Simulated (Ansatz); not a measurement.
Cartesian coordinates in Å:
```
C 2.2866 -0.3923 -1.2359
C 1.2889 0.0676 -0.7306
In -0.4278 0.8845 0.1331
N -1.6026 -0.4990 0.9646
H 3.1657 -0.8005 -1.6805
H -0.8462 2.5311 0.1681
H -1.3879 -1.4817 0.9575
H -2.4767 -0.3095 1.4238
```

Total charge 0; spin multiplicity 1. In takes the def2 core potential.

Q: List the CAM-B3LYP/def2-TZVPP orbital energies in eV (Ansatz). (An estimate is asked.)

A: The calculation gave: Occupied: -390.73, -278.63, -278.44, -129.22, -85.97, -85.68, -85.64, -24.77, -23.08, -22.80, -22.77, -22.74, -22.39, -21.98, -16.47, -14.64, -14.22, -11.25, -10.51, -9.47, -9.24, -8.50. Lowest empty: -0.41, 0.69, 1.28, 1.94, 2.15, 2.24, 3.04, 3.23.
